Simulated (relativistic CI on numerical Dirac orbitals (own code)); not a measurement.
Method of calculation: Dirac-Coulomb-Breit CI, separate exchange-only KLI orbitals for each configuration, model QED (radiative potential, 1s self-energy scaled to tabulated hydrogen-like ionisation energies), unscaled Slater integrals (own radial code, finite nucleus).

CI space (outside the closed core 1s2): 2s2.2p5, 2s.2p6, 2s2.2p4.3s, 2p6.3s, 2s2.2p4.3p, 2p6.3p, 2s2.2p4.3d, 2p6.3d, 2s.2p5.3s, 2s.2p5.3p, 2s.2p5.3d, 2s2.2p4.4s, 2s2.2p4.4p, 2s2.2p4.4d, 2s2.2p4.4f, 2s2.2p4.5s, 2s2.2p3.3s2, 2s2.2p4.5p, 2s2.2p4.5d, 2s2.2p4.5f, 2s2.2p4.5g, 2s.2p5.4s, 2s2.2p3.3s.3p, 2s.2p5.4p, 2s2.2p3.3p2, 2s.2p5.4d, 2s2.2p3.3s.3d, 2s.2p5.4f, 2s2.2p3.3p.3d, 2s.2p4.3s2, 2s2.2p3.3d2, 2s.2p5.5s, 2s.2p4.3s.3p, 2s.2p5.5p, 2s.2p5.5d, 2s.2p5.5f. Levels of other configurations are missing.

At this charge energies of transitions that change n are usually good to better than 1 %, and those within a shell (Δn = 0) to a few per cent.

Outline of the computed level scheme of Ca XII. Lowest level of each configuration: 2s2.2p5 2P°_3/2 at 0.000 eV; 2s.2p6 2S_1/2 at 89.842 eV; 2s2.2p4.3s 4P_5/2 at 378.959 eV; 2s2.2p4.3p 4P°_5/2 at 398.645 eV; 2s2.2p4.3d 4D_7/2 at 426.174 eV.

Some strong electric-dipole decays among the lowest 45 levels: 2s2.2p4.3s 2P_3/2 → 2s2.2p5 2P°_3/2 (5.1e+11 s⁻¹); 2s2.2p4.3s 2P_1/2 → 2s2.2p5 2P°_1/2 (4.4e+11 s⁻¹); 2s2.2p4.3s 2P_1/2 → 2s2.2p5 2P°_3/2 (3.1e+11 s⁻¹); 2s2.2p4.3s 2D_3/2 → 2s2.2p5 2P°_1/2 (3.0e+11 s⁻¹); 2s2.2p4.3s 2D_5/2 → 2s2.2p5 2P°_3/2 (2.9e+11 s⁻¹); 2s2.2p4.3d 4P_5/2 → 2s2.2p5 2P°_3/2 (2.1e+11 s⁻¹); 2s2.2p4.3d 4P_3/2 → 2s2.2p5 2P°_3/2 (2.0e+11 s⁻¹); 2s2.2p4.3d 4F_5/2 → 2s2.2p5 2P°_3/2 (1.9e+11 s⁻¹).

LS names give the leading component of a level, which can be under half, so a name can repeat, a term be missing and a line seem to break the LS rules.
